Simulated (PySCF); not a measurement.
## TDDFT excited states: CH8AlAs

CH8AlAs.
SMILES: `C[AsH2+][AlH3-]`

Theory: PySCF, TDDFT B3LYP/def2-SVPD, vertical, gas phase, core orbitals frozen in the response. Isolated species at its PBE0-D3(BJ)/def2-SVP geometry, gas phase. Relativistic effects, spin–orbit coupling among them, are left out although an element past zinc is present.

```csv
state,E (eV),λ (nm),f,"main configurations (H = HOMO, L = LUMO)"
S1,5.97,207.5,0.0005,H-1/H→L (98%)
S2,6.05,204.9,0.024,H-1/H→L (≥92%)
S3,6.42,193.1,0.0005,"H-1/H→L+1 (≥78%), H-1/H→L+2 (≥10%)"
S4,6.43,192.9,0.0089,H-1/H→L+1 (≥80%)
S5,6.49,190.9,0.0069,"H-2→L (63%), H-1/H→L+2 (≥27%)"
S6,6.50,190.6,0.0047,"H-1/H→L+2 (≥77%), H-1/H→L+1 (≥10%)"
S7,6.73,184.1,0.082,"H-1/H→L+2 (≥46%), H-2→L (26%)"
S8,7.09,174.9,0.200,"H-1/H→L+3 (≥44%), H-2→L+1 (43%)"
S9,7.09,174.8,0.050,"H-2→L+2 (78%), H-1/H→L+3 (≥11%)"
```

Triplets, Tamm–Dancoff:

| state | E (eV) | λ (nm) | main configurations (H = HOMO, L = LUMO) |
| --- | --- | --- | --- |
| T1 | 5.74 | 215.9 | H-1/H→L (≥86%) |
| T2 | 5.78 | 214.5 | H-1/H→L (≥78%), H-2→L (9%) |
| T3 | 5.95 | 208.4 | H-2→L (78%) |

The lowest singlet comes at 208 nm (576 kJ/mol) in the ultraviolet; it is very weak; its leading configuration is HOMO-1/HOMO→LUMO (98%). The most intense listed level is S8 at 7.09 eV (175 nm, f = 0.200), 1.12 eV above S1. S3/S4 and S8/S9 lie within about 0.01 eV of each other in each set. Löwdin shares by element: HOMO (one of a set within 0.03 eV) hydrogen 57% or more, aluminium 38%; LUMO arsenic 32%, hydrogen 25% or more, carbon 14% (atoms not listed hold the other 29%). The listed states span 1.12 eV. Weighted by f, the mean energy of these states is 6.91 eV. Of the 9 states listed, 4 reach f = 0.01 and none stays under 0.0005. The vertical ionisation energy (ΔSCF) is 9.84 eV, 2.75 eV above S9. Orbitals of the list HOMO-3 to LUMO+2 that lie within 0.01 eV of each other are written together with a slash and their weights summed (≥ marks a lower bound); for degenerate orbitals outside that list single weights are arbitrary. Only the lowest 10 singlets were computed, as vertical energies without vibronic structure. The highest level found (7.12 eV, f 0.050 so far) is left out, since the window may have cut off a degenerate partner.
